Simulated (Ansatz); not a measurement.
CrNO3H3⁺, that is CrN(OH)3 with one electron fewer. Total charge 1; doublet. Geometry B3LYP-D4/def2-SVP, that of the neutral singlet; atoms count from 1.

```xyz
8

Cr    0.0271   -0.0207    0.0215
N    -0.9809    0.7478   -0.7781
O    -0.8418   -0.9269    1.2338
H    -1.8059   -0.8571    1.2754
O     1.1129    1.1347    0.7509
H     0.9777    2.0788    0.5878
O     0.8738   -1.0806   -1.0765
H     0.6371   -1.0760   -2.0147
```

Question: Estimate the Mulliken populations from the PBE0/def2-TZVP orbitals of Ansatz.

Answer: 
| atom | charge (e) | spin (α − β) | d electrons |
| --- | --- | --- | --- |
| Cr1 | 1.27 | -0.57 | 4.27 |
| N2 | -0.25 | 0.18 | – |
| O3 | -0.40 | 0.47 | – |
| H4 | 0.40 | -0.01 | – |
| O5 | -0.40 | 0.47 | – |
| H6 | 0.40 | -0.01 | – |
| O7 | -0.40 | 0.47 | – |
| H8 | 0.40 | -0.01 | – |
Mulliken values depend strongly on the basis.

Question: Where does the spin sit?

Answer: Summed by element: Cr -0.57, N 0.18, O 1.42, H -0.04, of 1 unpaired in all. Largest on single atoms: Cr1 -0.57, O5 0.47, O3 0.47.

Question: And the Mayer bond orders between heavy atoms (over 0.3)?

Answer: Cr1–N2 2.73 (1.50 Å); Cr1–O3 0.91 (1.75 Å); Cr1–O5 0.91 (1.75 Å); Cr1–O7 0.91 (1.75 Å).
